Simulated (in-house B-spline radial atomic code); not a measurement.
Radial electron density of S8+, [He] 2s2 2p4. Computed with a B-spline radial code for spherical atoms: non-relativistic BHandHLYP, spin-polarised, spherical fractional occupations, point nucleus.

Caution: exact exchange at fractional occupations of open shells leaves self-interaction of up to several eV.

Columns: r (bohr), 4πr²n(r) (electrons per bohr), bar.

```
 0.00363   0.3958 #
 0.00422   0.5249 #
 0.00492   0.6976 ##
 0.00572   0.9191 ##
 0.00667    1.212 ###
 0.00776    1.585 ####
 0.00904    2.064 #####
  0.0105    2.658 ######
  0.0122    3.398 ########
  0.0143    4.366 ###########
  0.0166    5.467 #############
  0.0193    6.779 ################
  0.0225     8.32 ####################
  0.0262    10.03 ########################
  0.0305    11.85 #############################
  0.0355     13.7 #################################
  0.0414    15.46 #####################################
  0.0482    16.92 #########################################
  0.0561     17.9 ###########################################
  0.0653    18.23 ############################################
   0.076    17.82 ###########################################
  0.0885    16.66 ########################################
   0.103    14.96 ####################################
    0.12    13.03 ###############################
    0.14    11.34 ###########################
   0.163    10.38 #########################
   0.189    10.36 #########################
   0.221    11.25 ###########################
   0.257    12.58 ##############################
   0.299    13.71 #################################
   0.348    13.97 ##################################
   0.405    12.97 ###############################
   0.472    10.75 ##########################
    0.55    7.824 ###################
    0.64     4.94 ############
   0.745    2.642 ######
   0.868    1.165 ###
    1.01   0.4178 #
    1.18   0.1135 
    1.37  0.02472 
    1.59 0.003908
```

On this grid the curve has 2 maxima, near 0.0653, 0.348 bohr.

The 2p down radial function P(r) = rR(r), positive near the nucleus:

| r (bohr) | P |
| --- | --- |
| 0.00363 | 0.001777 |
| 0.00492 | 0.003231 |
| 0.00667 | 0.005856 |
| 0.00904 | 0.01056 |
| 0.0122 | 0.01875 |
| 0.0166 | 0.03353 |
| 0.0225 | 0.05881 |
| 0.0305 | 0.1015 |
| 0.0414 | 0.172 |
| 0.0561 | 0.2824 |
| 0.076 | 0.4467 |
| 0.103 | 0.6734 |
| 0.14 | 0.9558 |
| 0.189 | 1.242 |
| 0.257 | 1.459 |
| 0.348 | 1.494 |
| 0.472 | 1.284 |
| 0.64 | 0.879 |
| 0.868 | 0.4448 |
| 1.18 | 0.1495 |
| 1.59 | 0.03065 |
